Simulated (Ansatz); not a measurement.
## Molecular dynamics of CH7FGeO

Input file:

```yaml
crystal:
  periodic: [false, false, false]
  atoms:
    - { symbol: Ge, position_ang: [-0.667429, 0.033066, -0.174428] }
    - { symbol: F, position_ang: [0.386991, -1.772957, -0.170001] }
    - { symbol: H, position_ang: [-1.932332, -0.869868, -0.113427] }
    - { symbol: H, position_ang: [-1.174159, 1.334755, -0.91412] }
    - { symbol: C, position_ang: [0.220161, 0.599794, 1.466208] }
    - { symbol: H, position_ang: [0.849929, -1.124952, -1.181908] }
    - { symbol: O, position_ang: [0.768166, -0.134904, -1.669041] }
    - { symbol: H, position_ang: [-0.44585, 1.275007, 2.039573] }
    - { symbol: H, position_ang: [0.493522, -0.281714, 2.073476] }
    - { symbol: H, position_ang: [1.137859, 1.159031, 1.197673] }
    - { symbol: H, position_ang: [0.363342, -0.217259, -2.553907] }
basis:
  gaussian: { orbitals: def2-SVP }
hamiltonian:
  xc: pbe
md:
  timestep: 0.5
  n_steps: 200
  ensemble: nve
  temperature: 300.0
  initial_velocities: maxwell_boltzmann
  seed: 5113
```

Launched with:

```bash
$ ansatz run input.yaml --threads 2 --pin off --max-ram 3072MiB --backend cpu --events-out ev --progress --plain --runs-dir out
```

It starts at the highest image of a converged band, a first-order saddle point between two minima.

Output, in part (one step line in 4, the closing report, with atoms numbered from 0):

```
md step     0: t =     0.00 fs  T =   300.0 K  F+E_penalty+E_count = -62406.69534333 eV  E_kin = 0.349002 eV  conserved = -62406.34634133 eV  (28 SCF iters)
md step     4: t =     2.00 fs  T =   214.1 K  F+E_penalty+E_count = -62406.59380132 eV  E_kin = 0.249053 eV  conserved = -62406.34474789 eV  (30 SCF iters)
md step     8: t =     4.00 fs  T =   164.1 K  F+E_penalty+E_count = -62406.53603889 eV  E_kin = 0.190904 eV  conserved = -62406.34513488 eV  (30 SCF iters)
md step    12: t =     6.00 fs  T =   131.8 K  F+E_penalty+E_count = -62406.49857039 eV  E_kin = 0.153282 eV  conserved = -62406.34528825 eV  (30 SCF iters)
md step    16: t =     8.00 fs  T =    99.4 K  F+E_penalty+E_count = -62406.46015069 eV  E_kin = 0.115659 eV  conserved = -62406.34449217 eV  (30 SCF iters)
md step    20: t =    10.00 fs  T =   161.8 K  F+E_penalty+E_count = -62406.53410712 eV  E_kin = 0.188246 eV  conserved = -62406.34586074 eV  (29 SCF iters)
md step    24: t =    12.00 fs  T =   136.9 K  F+E_penalty+E_count = -62406.50414913 eV  E_kin = 0.159223 eV  conserved = -62406.34492641 eV  (30 SCF iters)
md step    28: t =    14.00 fs  T =   148.3 K  F+E_penalty+E_count = -62406.51747188 eV  E_kin = 0.172530 eV  conserved = -62406.34494237 eV  (31 SCF iters)
md step    32: t =    16.00 fs  T =   199.4 K  F+E_penalty+E_count = -62406.57779538 eV  E_kin = 0.231917 eV  conserved = -62406.34587813 eV  (31 SCF iters)
md step    36: t =    18.00 fs  T =   141.9 K  F+E_penalty+E_count = -62406.50993764 eV  E_kin = 0.165119 eV  conserved = -62406.34481817 eV  (31 SCF iters)
md step    40: t =    20.00 fs  T =   139.2 K  F+E_penalty+E_count = -62406.50678030 eV  E_kin = 0.161887 eV  conserved = -62406.34489335 eV  (31 SCF iters)
md step    44: t =    22.00 fs  T =   181.9 K  F+E_penalty+E_count = -62406.55728000 eV  E_kin = 0.211587 eV  conserved = -62406.34569341 eV  (31 SCF iters)
md step    48: t =    24.00 fs  T =   166.9 K  F+E_penalty+E_count = -62406.53876085 eV  E_kin = 0.194166 eV  conserved = -62406.34459446 eV  (31 SCF iters)
md step    52: t =    26.00 fs  T =   223.6 K  F+E_penalty+E_count = -62406.60592334 eV  E_kin = 0.260065 eV  conserved = -62406.34585819 eV  (31 SCF iters)
md step    56: t =    28.00 fs  T =   188.6 K  F+E_penalty+E_count = -62406.56467161 eV  E_kin = 0.219449 eV  conserved = -62406.34522276 eV  (30 SCF iters)
md step    60: t =    30.00 fs  T =   154.2 K  F+E_penalty+E_count = -62406.52382028 eV  E_kin = 0.179365 eV  conserved = -62406.34445486 eV  (30 SCF iters)
md step    64: t =    32.00 fs  T =   222.8 K  F+E_penalty+E_count = -62406.60525090 eV  E_kin = 0.259187 eV  conserved = -62406.34606371 eV  (30 SCF iters)
md step    68: t =    34.00 fs  T =   173.5 K  F+E_penalty+E_count = -62406.54656049 eV  E_kin = 0.201813 eV  conserved = -62406.34474773 eV  (30 SCF iters)
md step    72: t =    36.00 fs  T =   182.9 K  F+E_penalty+E_count = -62406.55777306 eV  E_kin = 0.212747 eV  conserved = -62406.34502568 eV  (30 SCF iters)
md step    76: t =    38.00 fs  T =   233.6 K  F+E_penalty+E_count = -62406.61727897 eV  E_kin = 0.271803 eV  conserved = -62406.34547600 eV  (30 SCF iters)
md step    80: t =    40.00 fs  T =   251.7 K  F+E_penalty+E_count = -62406.63736311 eV  E_kin = 0.292762 eV  conserved = -62406.34460087 eV  (29 SCF iters)
md step    84: t =    42.00 fs  T =   343.7 K  F+E_penalty+E_count = -62406.74567459 eV  E_kin = 0.399878 eV  conserved = -62406.34579699 eV  (29 SCF iters)
md step    88: t =    44.00 fs  T =   335.1 K  F+E_penalty+E_count = -62406.73532648 eV  E_kin = 0.389811 eV  conserved = -62406.34551533 eV  (29 SCF iters)
md step    92: t =    46.00 fs  T =   282.2 K  F+E_penalty+E_count = -62406.67279725 eV  E_kin = 0.328342 eV  conserved = -62406.34445531 eV  (29 SCF iters)
md step    96: t =    48.00 fs  T =   328.8 K  F+E_penalty+E_count = -62406.72836323 eV  E_kin = 0.382488 eV  conserved = -62406.34587558 eV  (29 SCF iters)
md step   100: t =    50.00 fs  T =   287.8 K  F+E_penalty+E_count = -62406.67967771 eV  E_kin = 0.334843 eV  conserved = -62406.34483456 eV  (29 SCF iters)
md step   104: t =    52.00 fs  T =   300.6 K  F+E_penalty+E_count = -62406.69453780 eV  E_kin = 0.349740 eV  conserved = -62406.34479770 eV  (29 SCF iters)
md step   108: t =    54.00 fs  T =   375.0 K  F+E_penalty+E_count = -62406.78215684 eV  E_kin = 0.436300 eV  conserved = -62406.34585635 eV  (28 SCF iters)
md step   112: t =    56.00 fs  T =   362.7 K  F+E_penalty+E_count = -62406.76661182 eV  E_kin = 0.421952 eV  conserved = -62406.34465969 eV  (29 SCF iters)
md step   116: t =    58.00 fs  T =   417.8 K  F+E_penalty+E_count = -62406.83175287 eV  E_kin = 0.486039 eV  conserved = -62406.34571425 eV  (29 SCF iters)
md step   120: t =    60.00 fs  T =   401.1 K  F+E_penalty+E_count = -62406.81215356 eV  E_kin = 0.466628 eV  conserved = -62406.34552534 eV  (29 SCF iters)
md step   124: t =    62.00 fs  T =   339.4 K  F+E_penalty+E_count = -62406.73918788 eV  E_kin = 0.394806 eV  conserved = -62406.34438153 eV  (29 SCF iters)
md step   128: t =    64.00 fs  T =   408.2 K  F+E_penalty+E_count = -62406.82032631 eV  E_kin = 0.474834 eV  conserved = -62406.34549267 eV  (28 SCF iters)
md step   132: t =    66.00 fs  T =   442.8 K  F+E_penalty+E_count = -62406.86050705 eV  E_kin = 0.515142 eV  conserved = -62406.34536546 eV  (29 SCF iters)
md step   136: t =    68.00 fs  T =   459.1 K  F+E_penalty+E_count = -62406.87896981 eV  E_kin = 0.534106 eV  conserved = -62406.34486398 eV  (29 SCF iters)
md step   140: t =    70.00 fs  T =   512.9 K  F+E_penalty+E_count = -62406.94251354 eV  E_kin = 0.596713 eV  conserved = -62406.34580068 eV  (30 SCF iters)
md step   144: t =    72.00 fs  T =   488.9 K  F+E_penalty+E_count = -62406.91335104 eV  E_kin = 0.568772 eV  conserved = -62406.34457911 eV  (30 SCF iters)
md step   148: t =    74.00 fs  T =   554.8 K  F+E_penalty+E_count = -62406.99064308 eV  E_kin = 0.645412 eV  conserved = -62406.34523138 eV  (30 SCF iters)
md step   152: t =    76.00 fs  T =   613.0 K  F+E_penalty+E_count = -62407.05898661 eV  E_kin = 0.713078 eV  conserved = -62406.34590863 eV  (29 SCF iters)
md step   156: t =    78.00 fs  T =   578.8 K  F+E_penalty+E_count = -62407.01764851 eV  E_kin = 0.673359 eV  conserved = -62406.34428988 eV  (29 SCF iters)
md step   160: t =    80.00 fs  T =   668.3 K  F+E_penalty+E_count = -62407.12324045 eV  E_kin = 0.777485 eV  conserved = -62406.34575594 eV  (30 SCF iters)
md step   164: t =    82.00 fs  T =   697.2 K  F+E_penalty+E_count = -62407.15631634 eV  E_kin = 0.811090 eV  conserved = -62406.34522586 eV  (30 SCF iters)
md step   168: t =    84.00 fs  T =   710.7 K  F+E_penalty+E_count = -62407.17177404 eV  E_kin = 0.826752 eV  conserved = -62406.34502245 eV  (30 SCF iters)
md step   172: t =    86.00 fs  T =   743.6 K  F+E_penalty+E_count = -62407.21082036 eV  E_kin = 0.865031 eV  conserved = -62406.34578895 eV  (29 SCF iters)
md step   176: t =    88.00 fs  T =   686.0 K  F+E_penalty+E_count = -62407.14294772 eV  E_kin = 0.798099 eV  conserved = -62406.34484918 eV  (28 SCF iters)
md step   180: t =    90.00 fs  T =   688.6 K  F+E_penalty+E_count = -62407.14613798 eV  E_kin = 0.801068 eV  conserved = -62406.34506980 eV  (29 SCF iters)
md step   184: t =    92.00 fs  T =   716.0 K  F+E_penalty+E_count = -62407.17872244 eV  E_kin = 0.832965 eV  conserved = -62406.34575726 eV  (31 SCF iters)
md step   188: t =    94.00 fs  T =   675.2 K  F+E_penalty+E_count = -62407.12997415 eV  E_kin = 0.785460 eV  conserved = -62406.34451408 eV  (30 SCF iters)
md step   192: t =    96.00 fs  T =   738.6 K  F+E_penalty+E_count = -62407.20466298 eV  E_kin = 0.859215 eV  conserved = -62406.34544763 eV  (30 SCF iters)
md step   196: t =    98.00 fs  T =   771.1 K  F+E_penalty+E_count = -62407.24285018 eV  E_kin = 0.897104 eV  conserved = -62406.34574581 eV  (29 SCF iters)
md step   200: t =   100.00 fs  T =   722.0 K  F+E_penalty+E_count = -62407.18470783 eV  E_kin = 0.839945 eV  conserved = -62406.34476285 eV  (28 SCF iters)
Total energy: -62407.18474398 eV, -2293.4217382320 hartree
Atom 0 at    -0.786349    -0.092329     0.048243 Å, force     0.390632    -0.615954    -0.226605 eV/Å
Atom 1 at     0.006738    -1.710550    -0.338148 Å, force    -0.383196     1.211876     0.277078 eV/Å
Atom 2 at    -2.211302    -0.437027     0.616956 Å, force     0.329558    -0.035986    -0.186265 eV/Å
Atom 3 at    -0.777858     0.628490    -1.320279 Å, force    -0.308997    -0.065893    -0.027863 eV/Å
Atom 4 at     0.285218     0.934714     1.323564 Å, force     1.992939    -1.152248    -0.163963 eV/Å
Atom 5 at     1.361685    -0.714572    -1.710779 Å, force    -0.354154    -0.577397     0.080783 eV/Å
Atom 6 at     1.613025     0.006333    -2.305321 Å, force     0.057384     0.663614    -0.427893 eV/Å
Atom 7 at    -0.303545     1.210653     2.173115 Å, force    -0.880638     0.502599     0.962822 eV/Å
Atom 8 at     1.132415     0.287501     1.767114 Å, force    -0.898017     0.558954    -0.654414 eV/Å
Atom 9 at     0.779609     1.827269     0.878407 Å, force    -0.245582    -0.203734    -0.065572 eV/Å
Atom 10 at     0.861954     0.099081    -2.933506 Å, force     0.300070    -0.285832     0.431892 eV/Å
Dipole moment:    -0.416126     0.295647     0.237028 e Å
```

All steps were run. The conserved energy stayed within 0.19 meV per atom of its start (net change 0.14 meV per atom), so the integration is sound. The kinetic energy rose, since the run started high on the potential surface and went downhill. It ends in pieces (CH5FGe + H2O), so much of that is their flight and rotation, not heat. A run of 0.1 ps of so small a system gives no equilibrium averages. The orbitals stay closed-shell, which can raise the energy where a bond breaks towards radicals; this wasn't checked here.

Between its relaxed ends the band would form Ge1–O7, F2–H6 and break Ge1–F2, H6–O7. These pairs go: Ge1–O7 2.08 → 3.36 Å, F2–H6 1.29 → 2.17 Å, Ge1–F2 2.09 → 1.84 Å, H6–O7 1.11 → 0.97 Å. In the last frame they stand as before the step (other bonds may differ from the relaxed reactants and products). It ends as CH5FGe + H2O. Pairs count as bonded within 1.25 times the sum of covalent radii (0.12 Å more for H–H).

Last frame:

```xyz
11
Properties=species:S:1:pos:R:3
Ge -0.786 -0.092 0.048
F 0.007 -1.711 -0.338
H -2.211 -0.437 0.617
H -0.778 0.628 -1.320
C 0.285 0.935 1.324
H 1.362 -0.715 -1.711
O 1.613 0.006 -2.305
H -0.303 1.211 2.173
H 1.132 0.287 1.767
H 0.780 1.827 0.878
H 0.862 0.099 -2.933
```

The run took 4 min on 2 threads of Intel(R) Xeon(R) Platinum 8488C (Sapphire Rapids), on a shared host, peak memory 0.16 GiB.
